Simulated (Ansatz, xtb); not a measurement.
System: ScCl2, charge 0, multiplicity 2. The spin state was set by rule; other spins were not relaxed. 
Structure (B3LYP-D3(BJ)/def2-TZVP (Ansatz, a quantum-chemistry and plane-wave program) minimum search):
```xyz
3

Sc     0.3743    -0.2374     0.3359
Cl     1.2833     0.5147    -1.6350
Cl    -1.7457    -0.2214     1.2200
```
Charge 0, spin multiplicity 2.

Harmonic wavenumbers from GFN2-xTB (xtb, at its own minimum), cm⁻¹: 40, 267, 435.

Q: Give the harmonic wavenumbers at B3LYP-D3(BJ)/def2-TZVP (Ansatz, finite differences of forces, unscaled).

A: 64, 350, 456 cm⁻¹. Zero-point energy 1.2 kcal/mol.

Q: From these and the geometry, give the ideal-gas thermochemistry at 298.15 K and 1 atm (rigid rotor, harmonic oscillator).

A: Point group C2v, rotational symmetry number 2. Rotational constants 22.7, 1.596, 1.491 GHz. S(trans) 40.16, S(rot) 24.81, S(vib) 6.27, S(elec, spin only) 1.38, S 72.6 cal/(mol K). H(298) - H(0) 3.26 kcal/mol; G - E(el) -17.1 kcal/mol.
